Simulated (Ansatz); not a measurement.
The cluster GeSb₅⁻. Charge -1, multiplicity 1. Geometry PBE-D4/def2-SVPD.

```xyz
6

Sb   -0.928    1.558   -0.576
Sb   -1.175   -0.954    1.153
Sb    1.801    0.642   -1.320
Sb    1.573   -1.686    0.283
Sb   -1.069    1.622    2.203
Ge   -0.202   -1.181   -1.744
```

In the def2 sets Sb takes a core potential; there is no spin–orbit coupling. The structure comes from a short search, and lower isomers may exist.

Problem. Estimate the orbital energies around the gap (eV) in Ansatz with PBE-D4/def2-TZVPD, revPBE-D4/def2-TZVPD, r2SCAN-D4/def2-TZVPD, PBE0-D4/def2-TZVPD, BHLYP-D4/def2-TZVPD.

Solution. 
```json
{"orbital": "HOMO−13", "PBE-D4/def2-TZVPD": "-10.29", "revPBE-D4/def2-TZVPD": "-10.20", "r2SCAN-D4/def2-TZVPD": "-10.83", "PBE0-D4/def2-TZVPD": "-11.98", "BHLYP-D4/def2-TZVPD": "-13.50"}
{"orbital": "HOMO−12", "PBE-D4/def2-TZVPD": "-9.33", "revPBE-D4/def2-TZVPD": "-9.25", "r2SCAN-D4/def2-TZVPD": "-9.81", "PBE0-D4/def2-TZVPD": "-10.89", "BHLYP-D4/def2-TZVPD": "-12.29"}
{"orbital": "HOMO−11", "PBE-D4/def2-TZVPD": "-7.90", "revPBE-D4/def2-TZVPD": "-7.82", "r2SCAN-D4/def2-TZVPD": "-8.30", "PBE0-D4/def2-TZVPD": "-9.29", "BHLYP-D4/def2-TZVPD": "-10.53"}
{"orbital": "HOMO−10", "PBE-D4/def2-TZVPD": "-7.49", "revPBE-D4/def2-TZVPD": "-7.40", "r2SCAN-D4/def2-TZVPD": "-7.84", "PBE0-D4/def2-TZVPD": "-8.79", "BHLYP-D4/def2-TZVPD": "-9.96"}
{"orbital": "HOMO−9", "PBE-D4/def2-TZVPD": "-6.90", "revPBE-D4/def2-TZVPD": "-6.81", "r2SCAN-D4/def2-TZVPD": "-7.25", "PBE0-D4/def2-TZVPD": "-8.21", "BHLYP-D4/def2-TZVPD": "-9.40"}
{"orbital": "HOMO−8", "PBE-D4/def2-TZVPD": "-3.44", "revPBE-D4/def2-TZVPD": "-3.37", "r2SCAN-D4/def2-TZVPD": "-3.74", "PBE0-D4/def2-TZVPD": "-4.39", "BHLYP-D4/def2-TZVPD": "-5.11"}
{"orbital": "HOMO−7", "PBE-D4/def2-TZVPD": "-3.29", "revPBE-D4/def2-TZVPD": "-3.23", "r2SCAN-D4/def2-TZVPD": "-3.57", "PBE0-D4/def2-TZVPD": "-4.27", "BHLYP-D4/def2-TZVPD": "-4.99"}
{"orbital": "HOMO−6", "PBE-D4/def2-TZVPD": "-2.87", "revPBE-D4/def2-TZVPD": "-2.80", "r2SCAN-D4/def2-TZVPD": "-3.15", "PBE0-D4/def2-TZVPD": "-3.79", "BHLYP-D4/def2-TZVPD": "-4.48"}
{"orbital": "HOMO−5", "PBE-D4/def2-TZVPD": "-2.38", "revPBE-D4/def2-TZVPD": "-2.31", "r2SCAN-D4/def2-TZVPD": "-2.63", "PBE0-D4/def2-TZVPD": "-3.20", "BHLYP-D4/def2-TZVPD": "-3.83"}
{"orbital": "HOMO−4", "PBE-D4/def2-TZVPD": "-2.27", "revPBE-D4/def2-TZVPD": "-2.20", "r2SCAN-D4/def2-TZVPD": "-2.51", "PBE0-D4/def2-TZVPD": "-3.08", "BHLYP-D4/def2-TZVPD": "-3.69"}
{"orbital": "HOMO−3", "PBE-D4/def2-TZVPD": "-1.63", "revPBE-D4/def2-TZVPD": "-1.57", "r2SCAN-D4/def2-TZVPD": "-1.84", "PBE0-D4/def2-TZVPD": "-2.43", "BHLYP-D4/def2-TZVPD": "-3.04"}
{"orbital": "HOMO−2", "PBE-D4/def2-TZVPD": "-1.50", "revPBE-D4/def2-TZVPD": "-1.44", "r2SCAN-D4/def2-TZVPD": "-1.71", "PBE0-D4/def2-TZVPD": "-2.29", "BHLYP-D4/def2-TZVPD": "-2.90"}
{"orbital": "HOMO−1", "PBE-D4/def2-TZVPD": "-1.18", "revPBE-D4/def2-TZVPD": "-1.12", "r2SCAN-D4/def2-TZVPD": "-1.37", "PBE0-D4/def2-TZVPD": "-1.91", "BHLYP-D4/def2-TZVPD": "-2.45"}
{"orbital": "HOMO", "PBE-D4/def2-TZVPD": "-0.58", "revPBE-D4/def2-TZVPD": "-0.51", "r2SCAN-D4/def2-TZVPD": "-0.72", "PBE0-D4/def2-TZVPD": "-1.24", "BHLYP-D4/def2-TZVPD": "-1.75"}
{"orbital": "LUMO", "PBE-D4/def2-TZVPD": "0.53", "revPBE-D4/def2-TZVPD": "0.61", "r2SCAN-D4/def2-TZVPD": "0.56", "PBE0-D4/def2-TZVPD": "1.06", "BHLYP-D4/def2-TZVPD": "1.70"}
{"orbital": "LUMO+1", "PBE-D4/def2-TZVPD": "1.06", "revPBE-D4/def2-TZVPD": "1.14", "r2SCAN-D4/def2-TZVPD": "1.11", "PBE0-D4/def2-TZVPD": "1.56", "BHLYP-D4/def2-TZVPD": "2.18"}
{"orbital": "LUMO+2", "PBE-D4/def2-TZVPD": "1.23", "revPBE-D4/def2-TZVPD": "1.31", "r2SCAN-D4/def2-TZVPD": "1.33", "PBE0-D4/def2-TZVPD": "1.84", "BHLYP-D4/def2-TZVPD": "2.55"}
{"orbital": "LUMO+3", "PBE-D4/def2-TZVPD": "1.46", "revPBE-D4/def2-TZVPD": "1.53", "r2SCAN-D4/def2-TZVPD": "1.59", "PBE0-D4/def2-TZVPD": "2.00", "BHLYP-D4/def2-TZVPD": "2.63"}
{"orbital": "LUMO+4", "PBE-D4/def2-TZVPD": "1.81", "revPBE-D4/def2-TZVPD": "1.89", "r2SCAN-D4/def2-TZVPD": "2.07", "PBE0-D4/def2-TZVPD": "2.38", "BHLYP-D4/def2-TZVPD": "2.94"}
{"orbital": "LUMO+5", "PBE-D4/def2-TZVPD": "1.88", "revPBE-D4/def2-TZVPD": "1.94", "r2SCAN-D4/def2-TZVPD": "2.10", "PBE0-D4/def2-TZVPD": "2.44", "BHLYP-D4/def2-TZVPD": "3.00"}
```
